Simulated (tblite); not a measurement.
Compound: C₇H₁₂F (charge +1).
Z-matrix (Å and degrees, GFN2-xTB geometry), rows numbered from 1:
```
C 
C   1  1.4489
C   2  1.3760  1  123.38
C   3  1.3922  2  127.06  1   179.26
C   4  1.4676  3  118.82  2   177.34
C   4  1.4871  3  125.37  2    -1.82
C   6  1.5393  4  109.31  3    96.93
F   6  1.3705  4  112.93  3   -24.21
H   1  1.0945  2  110.04  3   125.98
H   1  1.0868  2  113.82  3     1.38
H   1  1.0960  2  108.70  3  -121.45
H   2  1.0828  1  116.19  3  -179.47
H   3  1.0849  2  117.05  1    -1.25
H   5  1.0968  4  107.77  3    80.85
H   5  1.0894  4  112.19  3   -35.37
H   5  1.0873  4  112.89  3  -161.37
H   6  1.0991  4  110.25  3  -142.54
H   7  1.0871  6  110.23  4   -59.74
H   7  1.0846  6  111.10  4    61.81
H   7  1.0872  6  108.08  4  -178.51
```

Computed geometry: GFN2-xTB, gas phase.

Masses are those of the commonest isotopes; rigid-rotor values at the optimised geometry. The values belong to one conformer with, in the numbering `[CH3:1]/[CH:2]=[CH:3]/[C+:4]([CH3:5])[C@H:6]([CH3:7])[F:8]`, C2–C3–C4–C5 177°, C3–C4–C6–C7 97°.

What are A, B and C (GHz)?

Ia = 188.02, Ib = 365.46, Ic = 476.59 u·Å²; 505379 MHz·u·Å²/I gives 2688, 1383 and 1060 MHz, that is A = 2.6879, B = 1.3829, C = 1.0604 GHz.

What kind of rotor is it?

An asymmetric top: κ = (2 × 1383 − 2688 − 1060)/(2688 − 1060) = -0.60.

Is it planar, by Δ = Ic − Ia − Ib?

Not planar: Δ = Ic − Ia − Ib = -76.89 u·Å². For a rigid frame Δ = −2 Σ m c², so Σ m c² = 38.45 u·Å² lies off the ab plane: 10.99 from hydrogen and 27.46 from heavier atoms. The atom farthest from that plane is 1.83 Å away.

Estimate the classical rotational partition function at 25 K, 200 K and 500 K.

Point group C1, symmetry number σ = 1; q = (√π/σ)·√((kT/h)³/(ABC)), k/h = 20836.6 MHz/K: 10600 at 25 K, 240000 at 200 K, 949000 at 500 K.

Its GFN2-xTB frequencies are all real (lowest 51 cm⁻¹). These are rigid-rotor constants of the computed structure; measured ground-state constants (B0) also hold zero-point vibration.
